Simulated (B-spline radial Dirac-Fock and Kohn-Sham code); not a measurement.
# Relativistic shifts of the levels of Sb⁺

System: the Sb⁺ ion, 1s2 2s2 2p6 3s2 3p6 3d10 4s2 4p6 4d10 5s2 5p2.

Both columns are ΔSCF binding energies of the configuration average from a radial atomic solver: non-relativistic Hartree-Fock with a point nucleus, and Dirac-Fock with a finite nucleus and the Coulomb interaction alone, averaged over the two j levels with weights 2j+1.

| shell | Hartree-Fock (eV) | Dirac-Fock (eV) | shift (eV) | shift (%) |
| --- | --- | --- | --- | --- |
| 1s | 29486.6 | 30610.8 | +1124.14 | +3.81 |
| 2s | 4458.3 | 4734.0 | +275.70 | +6.18 |
| 2p | 4162.5 | 4242.6 | +80.10 | +1.92 |
| 3s | 909.5 | 967.6 | +58.08 | +6.39 |
| 3p | 785.8 | 803.4 | +17.62 | +2.24 |
| 3d | 558.2 | 550.0 | -8.26 | -1.48 |
| 4s | 169.1 | 180.2 | +11.10 | +6.57 |
| 4p | 125.3 | 127.8 | +2.49 | +1.99 |
| 4d | 51.02 | 49.13 | -1.90 | -3.72 |
| 5s | 22.86 | 24.00 | +1.14 | +4.99 |
| 5p | 15.37 | 15.41 | +0.03 | +0.22 |

Relativity binds 1s, 2s, 2p, 3s, 3p, 4s, 4p, 5s, 5p more strongly, among those listed most of all 4s in relative terms, and 3d, 4d more weakly, because the contracted s and p shells screen the nucleus better.

Values without a named source are computed, but for edge energies of neutral atoms, which are taken from tables.
